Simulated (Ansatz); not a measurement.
Geometry optimisation, Ansatz 0.2.0, RKS BLYP/def2-SVP.

The input (input.yaml):

```yaml
crystal:
  periodic: [false, false, false]
  atoms:
    - { symbol: "N", position_ang: [-0.37168, 0.56398, -1.38632] }
    - { symbol: C, position_ang: [0.4963, 0.29602, -0.27847] }
    - { symbol: Sb, position_ang: [-0.46003, -0.11858, 1.69295] }
    - { symbol: H, position_ang: [-0.93255, 1.39535, -1.23374] }
    - { symbol: H, position_ang: [-0.99199, -0.21749, -1.56554] }
    - { symbol: H, position_ang: [1.15831, 1.15017, -0.13775] }
    - { symbol: H, position_ang: [1.10475, -0.57583, -0.51458] }
    - { symbol: H, position_ang: [-0.96653, -1.65643, 1.15357] }
    - { symbol: H, position_ang: [0.96341, -0.83719, 2.26989] }
basis:
  gaussian: { orbitals: def2-SVP }
hamiltonian:
  xc: blyp
relax:
  f_tol: 0.015
  max_steps: 40
output:
  orbitals: {}
```

Launched with:

```bash
$ ansatz run input.yaml --threads 1 --pin off --max-ram 2048MiB --backend cpu --events-out ev --progress --plain --runs-dir out
```

Task: Where does it end, and by what steps?

Result: It converged. After 6 steps the energy has fallen by 0.100 eV; H9 moved furthest, 0.14 Å.

```json
{"step": "0", "energy less start (eV)": "0.0000", "largest force component (eV/Å)": "0.553", "accepted": "yes"}
{"step": "1", "energy less start (eV)": "-0.0822", "largest force component (eV/Å)": "0.203", "accepted": "yes"}
{"step": "2", "energy less start (eV)": "-0.0948", "largest force component (eV/Å)": "0.211", "accepted": "yes"}
{"step": "3", "energy less start (eV)": "-0.0992", "largest force component (eV/Å)": "0.082", "accepted": "yes"}
{"step": "4", "energy less start (eV)": "-0.0994", "largest force component (eV/Å)": "0.048", "accepted": "yes"}
{"step": "5", "energy less start (eV)": "-0.0996", "largest force component (eV/Å)": "0.020", "accepted": "yes"}
{"step": "6", "energy less start (eV)": "-0.0996", "largest force component (eV/Å)": "0.003", "accepted": "yes"}
```

```xyz
9
Properties=species:S:1:pos:R:3
N -0.386 0.578 -1.421
C 0.521 0.309 -0.325
Sb -0.446 -0.127 1.733
H -0.979 1.399 -1.244
H -1.015 -0.214 -1.605
H 1.187 1.178 -0.156
H 1.155 -0.568 -0.554
H -1.018 -1.676 1.167
H 0.980 -0.880 2.405
```

Run time: 14 s on 1 CPU thread of a shared host.
